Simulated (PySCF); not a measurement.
## PySCF run on SnI

Input:

```python
from pyscf import gto, scf

mol = gto.M(
    atom='Sn 0 0 0; I 0 0 2.66',
    basis='def2-svp',
    ecp={'Sn': 'def2-svp', 'I': 'def2-svp'},
    charge=0,
    spin=1,
    verbose=4,
)
mf = scf.UHF(mol)
mf.kernel()
mf.dip_moment()
print('orbital energies (hartree):', [e[max(0, n-3):n+3].round(4) for e, n in zip(mf.mo_energy, mol.nelec)])
```

```bash
$ OMP_NUM_THREADS=1 python input.py
```

Output (some set-up lines and the per-cycle HOMO/LUMO lines with their warnings removed):

```
PySCF version 2.14.0

[INPUT] verbose = 4
[INPUT] num. atoms = 2
[INPUT] num. electrons = 47
[INPUT] charge = 0
[INPUT] spin (= nelec alpha-beta = 2S) = 1
[INPUT] symmetry False subgroup None
[INPUT] Mole.unit = angstrom
[INPUT] Symbol           X                Y                Z      unit          X                Y                Z       unit  Magmom
[INPUT]  1 Sn     0.000000000000   0.000000000000   0.000000000000 AA    0.000000000000   0.000000000000   0.000000000000 Bohr   0.0
[INPUT]  2 I      0.000000000000   0.000000000000   2.660000000000 AA    0.000000000000   0.000000000000   5.026671491343 Bohr   0.0

nuclear repulsion = 109.416340603759
number of shells = 20
number of NR pGTOs = 122
number of NR cGTOs = 52
basis = def2-svp
ecp = {'Sn': 'def2-svp', 'I': 'def2-svp'}

******** <class 'pyscf.scf.uhf.UHF'> ********
method = UHF
initial guess = minao
damping factor = 0
level_shift factor = 0
DIIS = <class 'pyscf.scf.diis.CDIIS'>
diis_start_cycle = 1
diis_space = 8
diis_damp = 0
SCF conv_tol = 1e-09
SCF conv_tol_grad = None
SCF max_cycles = 50
direct_scf = True
direct_scf_tol = 1e-13
number electrons alpha = 24  beta = 23
Set gradient conv threshold to 3.16228e-05
init E= -454.428380034986

cycle= 1 E= -508.763878218579  delta_E= -54.3  |g|= 1.75  |ddm|=  6.8
cycle= 2 E= -509.728501573969  delta_E= -0.965  |g|= 0.802  |ddm|= 4.12
cycle= 3 E= -510.033479425631  delta_E= -0.305  |g|= 0.141  |ddm|= 1.21
cycle= 4 E= -510.048092382171  delta_E= -0.0146  |g|= 0.0349  |ddm|= 0.298
cycle= 5 E= -510.049387880331  delta_E= -0.0013  |g|= 0.0097  |ddm|= 0.0725
cycle= 6 E= -510.049598848298  delta_E= -0.000211  |g|= 0.00294  |ddm|= 0.0338
cycle= 7 E= -510.04962546925  delta_E= -2.66e-05  |g|= 0.00116  |ddm|= 0.0124
cycle= 8 E= -510.049630066866  delta_E= -4.6e-06  |g|= 0.000375  |ddm|= 0.00553
cycle= 9 E= -510.049630533136  delta_E= -4.66e-07  |g|= 0.000138  |ddm|= 0.00172
cycle= 10 E= -510.049630614587  delta_E= -8.15e-08  |g|= 7.17e-05  |ddm|= 0.000741
cycle= 11 E= -510.049630643607  delta_E= -2.9e-08  |g|= 2.73e-05  |ddm|= 0.000568
cycle= 12 E= -510.049630647646  delta_E= -4.04e-09  |g|= 9.65e-06  |ddm|= 0.000233
cycle= 13 E= -510.049630648021  delta_E= -3.75e-10  |g|= 3.79e-06  |ddm|= 6.5e-05
Extra cycle  E= -510.049630648057  delta_E= -3.51e-11  |g|= 2.37e-06  |ddm|= 1.04e-05
converged SCF energy = -510.049630648057  <S^2> = 0.76199444  2S+1 = 2.0119587
Dipole moment(X, Y, Z, Debye):  0.00000, -0.00000, -2.48153
orbital energies (hartree): [array([-0.3732, -0.3726, -0.2628, -0.017 ,  0.0719,  0.2424]), array([-0.3732, -0.3667, -0.3575, -0.0029,  0.0359,  0.0854])]
```

In short: E(SCF) = -510.049631 Eh, 13 cycles, ⟨S²⟩ = 0.762, μz(SCF) = -2.48 D.

Hardware: Arm Neoverse V1, 1 thread, shared host. Wall time 1.1 s.

The bond length is a typed value, not an optimised one. No search for the lowest solution was made.
